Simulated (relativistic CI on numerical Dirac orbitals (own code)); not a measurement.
A reference radial Dirac CI calculation of Hg I gave the lowest total energy -19610.63234 Ha in 14 SCF steps, from this input:

```
atom Hg  Z=80  charge=0  electrons=80
nucleus A=202  rms_radius_fm=5.4648
hamiltonian dirac-coulomb  breit=on  qed=on  c_scale=1
orbitals kli  potential=per-configuration
slater_scale 1
correlation none
mixing on
grid step=0.0125 r_max=259.4
scf mixing=0.4 start=green max_iterations=150 tolerance=2e-08 node_fill=0.05
configurations
  [Xe] 4f14 5d10 6s2
end
```

One setting was then changed (and the iteration limit cut to 64), and the output read:

```
SCF 1: [Xe] 4f14 5d10 6s2
 iter      energy (Ha)   residual   last orbital (Ha)
    1    -17049.501353   2.15e+00     -0.42933
    2    -17061.047870   3.49e-01     -0.24384
    3    -17061.377323   1.44e-01     -0.22664
    4    -17061.449619   7.08e-02     -0.23467
    5    -17061.450277   1.54e-02     -0.22971
    6    -17061.449221   4.33e-03     -0.22640
    7    -17061.449726   3.54e-04     -0.22717
    8    -17061.449742   3.89e-04     -0.22720
    9    -17061.449709   5.65e-05     -0.22716
   10    -17061.449703   1.38e-06     -0.22716
   11    -17061.449703   2.71e-07     -0.22716
   12    -17061.449703   4.36e-09     -0.22716
orbital energies (Ha): 4f5/2 -4.1114  4f7/2 -3.9496  5s -2.8377  5p1/2 -2.9029  5p3/2 -2.4824  5d3/2 -0.6104  5d5/2 -0.5372  6s -0.2272
configuration averages (Ha): Dirac-Coulomb, Breit, QED
  6s2                         -17061.449703   15.122692    4.350253
levels: no., configuration, term, J, E (cm-1), weight
   1 6s2                    1S   0                0.0  1.00
lowest total energy -17041.976758 Ha
end: converged
```

**Question.** Which setting was changed?
A. start potential
B. nuclear radius
C. charge
D. configuration list

**Answer.** B. The nuclear radius 546.48 fm. This setting is bad on purpose; its numbers may not be properties of the ion.
